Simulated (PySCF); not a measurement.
Mayer bond orders and bond lengths

Compound: C₅H₈BFO₂.
Numbering: `[F:1][C@@H:2]1[CH2:3][O:4][B:5]([CH:6]2[CH2:7][CH2:8]2)[O:9]1` (hydrogens: H10 on C2; H11, H12 on C3; H13 on C6; H14, H15 on C7; H16, H17 on C8)

Structure used (PBE0-D3(BJ)/def2-SVP), in Å, numbered top down from 1:
```
atom  x, y, z in Å
F1     2.248    1.152    1.816
C2     2.055    0.035    1.053
C3     2.378    0.336   -0.414
O4     1.120    0.488   -1.040
B5     0.161    0.085   -0.155
C6    -1.350    0.033   -0.440
C7    -2.305    0.397    0.683
C8    -2.186   -1.020    0.262
O9     0.710   -0.295    1.060
H10    2.651   -0.775    1.505
H11    2.969    1.260   -0.494
H12    2.935   -0.489   -0.888
H13   -1.668    0.310   -1.450
H14   -3.207    0.949    0.408
H15   -1.867    0.691    1.641
H16   -1.668   -1.716    0.928
H17   -3.006   -1.464   -0.309
```

Bond orders from the PBE0/pcSseg-1 density (PySCF). Isolated species at its PBE0-D3(BJ)/def2-SVP geometry (one conformer only).

Task: How far do the computed orders between heavy atoms stray from the drawn ones?

Result: The largest departure is 0.179, at O4–B5 (drawn single, 1.179). Drawn single, order above 1.12: O4–B5 (1.179).

Task: Give the Mayer order of every bond, beside its length.

Result: 
| bond | drawn as | length (Å) | Mayer order |
| --- | --- | --- | --- |
| F1–C2 | single | 1.366 | 0.909 |
| C2–C3 | single | 1.532 | 1.051 |
| C3–O4 | single | 1.413 | 0.891 |
| O4–B5 | single | 1.365 | 1.179 |
| B5–C6 | single | 1.539 | 0.964 |
| C6–C7 | single | 1.518 | 0.937 |
| C7–C8 | single | 1.484 | 0.987 |
| B5–O9 | single | 1.386 | 1.064 |
| O9–C2 | single | 1.385 | 0.965 |
| C8–C6 | single | 1.517 | 0.939 |
| C2–H10 | single | 1.102 | 0.950 |
| C3–H11 | single | 1.100 | 0.943 |
| C3–H12 | single | 1.102 | 0.935 |
| C6–H13 | single | 1.094 | 0.951 |
| C7–H14 | single | 1.093 | 0.956 |
| C7–H15 | single | 1.093 | 0.954 |
| C8–H16 | single | 1.093 | 0.954 |
| C8–H17 | single | 1.093 | 0.956 |

By pair of heavy elements: C–C: lowest C6–C7 and C8–C6 (0.937, 1.518 Å), highest C2–C3 (1.051, 1.532 Å); in 3 of the 6 pairs the longer bond (by over 0.003 Å) has the higher order (by 0.02 or more). C–O: lowest C3–O4 (0.891, 1.413 Å), highest O9–C2 (0.965, 1.385 Å). B–O: lowest B5–O9 (1.064, 1.386 Å), highest O4–B5 (1.179, 1.365 Å). Bonds named together lie within 0.004.

Task: Sum the orders of all bonds at each heavy atom with more than one neighbour and set the sums beside the valence in the SMILES.

Result: C2 3.875 (drawn 4), C3 3.820 (drawn 4), O4 2.070 (drawn 2), B5 3.207 (drawn 3), C6 3.791 (drawn 4), C7 3.834 (drawn 4), C8 3.836 (drawn 4), O9 2.029 (drawn 2). Orders between atoms that aren't bonded are not in these sums.

The Mayer order sums products of elements of PS (density times overlap matrix) between the two atoms' basis functions, so it depends on the basis set.
